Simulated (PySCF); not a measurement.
Bi(F)2(OMe) (CH3BiF2O), SMILES [Bi]([F])([O]C)[F].

Geometry optimised at B3LYP-D3(BJ)/def2-SVP. The def2 effective core potentials stand for the cores of Bi; spin–orbit coupling is left out. Other conformers were not sampled.

Two levels are set side by side: TDA-PBE/def2-SVPD (PySCF) and TDA-LC-ωPBE/def2-SVPD (PySCF). Vertical, same geometry. The lowest singlet is HOMO→LUMO+1 99 % with PBE and HOMO→LUMO+1 70 %, HOMO→LUMO+2 18 % with the other functional; states are paired by order. Differences are taken from unrounded values.

```
quantity                               TDA-LC-ωPBE
-------------------------------------  -----------
lowest singlet excitation (eV)                6.19
lowest triplet excitation (TDA) (eV)          5.64
first bright state (f over 0.05) (eV)         6.59
its oscillator strength                       0.06
```

Task: What does TDA-PBE give, and how far is it from TDA-LC-ωPBE? (An estimate is asked for; the answer gives what the named calculation found.)

Result: 
```
quantity                               TDA-PBE  TDA-PBE minus TDA-LC-ωPBE
-------------------------------------  -------  -------------------------
lowest singlet excitation (eV)            4.29                      -1.91
lowest triplet excitation (TDA) (eV)      4.00                      -1.65
first bright state (f over 0.05) (eV)     6.20                      -0.39
its oscillator strength                   0.17                       0.12
```

A lower first singlet is the usual sign of a functional without exact exchange. Differences between two approximate levels are no errors against the true value.

Rough cost on one machine, each run with all the roots and properties that it gave: TDA-LC-ωPBE against TDA-PBE about 3 times.
